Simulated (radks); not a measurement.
The numbers below are computed, except where a source is named.
Initial-state core-level shifts of the bismuth ion Bi2+ when its valence configuration changes from [Hg] 6p1. Level of theory: scalar-relativistic Kohn-Sham, PBE, spin-unpolarised, spherical densities, finite nucleus; Fermi nuclear charge, rms radius 5.5211 fm (a radial shooting solver on a logarithmic mesh with Libxc functionals). Shifts are changes of the shell-averaged eigenvalues in eV (positive: less bound); the change of the density at the nucleus, which sets a Mossbauer isomer shift, is in e/bohr^3, on a base of 3.213e+06.

valence,3s,3p,3d,5s,density at nucleus
[Xe] 4f13 5d10 6s2 6p2,-25.680,-25.630,-25.504,-11.120,+321.9
[Xe] 4f14 5d10 6s1 6p2,-1.816,-1.815,-1.813,-1.800,-348.5
[Xe] 4f14 5d9 6s2 6p2,-6.836,-6.834,-6.865,-6.206,+88.6
[Xe] 4f14 5d9.5 6s2 6p1.5,-3.410,-3.409,-3.424,-3.110,+44.0
[Xe] 4f14 5d7.5 6s2 6p3.5,-17.216,-17.210,-17.298,-15.423,+227.3
[Xe] 4f13 5d9 6s2 6p3,-32.732,-32.679,-32.591,-17.388,+416.0
[Xe] 4f13.5 5d10 6s2 6p1.5,-12.722,-12.698,-12.634,-5.546,+159.2
[Xe] 4f13.5 5d10 6s1.5 6p2,-13.623,-13.598,-13.533,-6.436,-22.3
[Xe] 4f13.5 5d9 6s1.5 6p3,-20.536,-20.509,-20.478,-12.636,+54.0
